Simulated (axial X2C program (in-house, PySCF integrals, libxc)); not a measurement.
Spin–orbit effects along a row: molecules with As (ions), PBE0

Computed with an in-house all-electron X2C program for linear molecules (integrals from PySCF), spin-free (one-electron X2C) or two-component (2c: spin–orbit coupling with atomic mean-field Coulomb and Gaunt terms, which also bring small scalar terms), in Dyall basis sets with cores contracted in-house; open shells are unrestricted.

Basis sets: As dyall-cv3z, B dyall-v3z, C dyall-v3z, F dyall-av3z, Li dyall-cv3z, O dyall-av3z.

```
molecule   spin-free state  Re (Å)  ωe (cm⁻¹)  De (eV)  2c state  Re 2c (Å)  ωe 2c (cm⁻¹)  De 2c (eV)
   LiAs⁺  M_S = 3/2, Λ = 0   2.739      231.5     0.47   Ω = 3/2      2.739         232.0        0.47
    BAs⁺  M_S = 3/2, Λ = 0   1.966      629.0     2.91   Ω = 3/2      1.967         627.6        2.90
    AsC⁺    M_S = 1, Λ = 1   1.734      930.7     4.05     Ω = 2      1.736         922.1         n/a
    AsO⁺    M_S = 0, Λ = 0   1.553     1181.7     6.27     Ω = 0      1.553        1180.6         n/a
    AsF⁺  M_S = 1/2, Λ = 1   1.658      833.8     4.61   Ω = 1/2      1.659         832.6         n/a
```

Fragments in 2c: As + Li+, As + B+, As+ + C, As+ + O, As+ + F. Each entry is the lowest single determinant of a limited PBE0 search at one distance. De goes to single-determinant-based atoms at the same level (for ions the charge split of lowest energy) and is withheld (n/a) where an atom does not fit its ground term or J level. Main or longest-lived isotopes. One determinant is a doubtful description, or other states lie close, for LiAs⁺, BAs⁺, AsC⁺; these need not be ground states, and all values refer to the states named. Some open-shell Ω = 0 determinants are out of reach, so the Ω given for AsC⁺ need not be the lowest component. With several unpaired electrons the Ω given is that of one determinant, not necessarily of the lowest component. The functionals have no current term, which raises determinants with orbital currents.
